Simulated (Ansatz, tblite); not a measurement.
Removing and adding an electron: Li8Cl8 (started as a model of: 2x2x4 LiCl rock-salt block). Charge 0, multiplicity 1. Geometry: PBE0-D4/def2-SVP. Ansatz, gas phase; energy differences of separate SCF runs; the oxidised species was run as a doublet alone; the reduced species was run as a doublet alone.

```
atom   x (Å)   y (Å)   z (Å)
 Li1   2.379   2.689  -0.736
 Cl2   1.973   0.430  -0.927
 Li3   0.844  -1.626  -0.715
 Cl4   0.198  -3.897  -0.786
 Cl5   0.470   3.591  -1.652
 Li6  -0.266   1.361  -1.395
 Cl7  -1.262  -0.756  -1.665
 Li8  -1.851  -2.931  -1.189
 Cl9   2.082   3.033   1.520
Li10   1.129   0.879   1.349
Cl11   0.451  -1.349   1.707
Li12  -0.578  -3.372   1.316
Li13   0.050   3.614   0.610
Cl14  -1.162   1.675   0.884
Li15  -1.707  -0.614   0.760
Cl16  -2.751  -2.726   0.919
```

The xTB rows come from tblite. HOMO above LUMO, or a gap near zero within one spin, warns that the state may not be the lowest or that an electron is smeared out.

Task: Estimate orbital energies and vertical ionisation energies and electron affinities at: GFN1-xTB; GFN2-xTB; PBE-D4/def2-SVP; PBE-D4/def2-TZVP; PBE0-D4/def2-SVP; PBE0-D4/def2-TZVP.

Result: 
```json
{"level": "GFN1-xTB", "−HOMO (eV)": "12.77", "vertical IE (eV)": "14.33", "−LUMO (eV)": "7.46", "vertical EA (eV)": "5.74", "HOMO–LUMO gap (eV)": "5.30", "IE − EA (eV)": "8.59", "remarks": "–"}
{"level": "GFN2-xTB", "−HOMO (eV)": "11.31", "vertical IE (eV)": "13.08", "−LUMO (eV)": "6.50", "vertical EA (eV)": "4.55", "HOMO–LUMO gap (eV)": "4.81", "IE − EA (eV)": "8.54", "remarks": "–"}
{"level": "PBE-D4/def2-SVP", "−HOMO (eV)": "7.09", "vertical IE (eV)": "–", "−LUMO (eV)": "1.15", "vertical EA (eV)": "0.09", "HOMO–LUMO gap (eV)": "5.94", "IE − EA (eV)": "–", "remarks": "HOMO above zero (-1 doublet)"}
{"level": "PBE-D4/def2-TZVP", "−HOMO (eV)": "7.22", "vertical IE (eV)": "9.12", "−LUMO (eV)": "1.20", "vertical EA (eV)": "–", "HOMO–LUMO gap (eV)": "6.02", "IE − EA (eV)": "–", "remarks": "gap within one spin near zero (+1 doublet)"}
{"level": "PBE0-D4/def2-SVP", "−HOMO (eV)": "8.50", "vertical IE (eV)": "–", "−LUMO (eV)": "0.58", "vertical EA (eV)": "-0.13", "HOMO–LUMO gap (eV)": "7.91", "IE − EA (eV)": "–", "remarks": "HOMO above zero (-1 doublet)"}
{"level": "PBE0-D4/def2-TZVP", "−HOMO (eV)": "8.59", "vertical IE (eV)": "9.95", "−LUMO (eV)": "0.61", "vertical EA (eV)": "–", "HOMO–LUMO gap (eV)": "7.97", "IE − EA (eV)": "–", "remarks": "–"}
```

   A HOMO above zero means that the electron is unbound at that level or that self-interaction error raises the level; the energy of removing that electron tells which. Raw xTB energy differences between charge states are shifted by several eV; the methods need an empirical correction for them. Sets without diffuse functions give affinities that are too small. A negative affinity means that the extra electron isn't bound; its size then hangs on the basis.
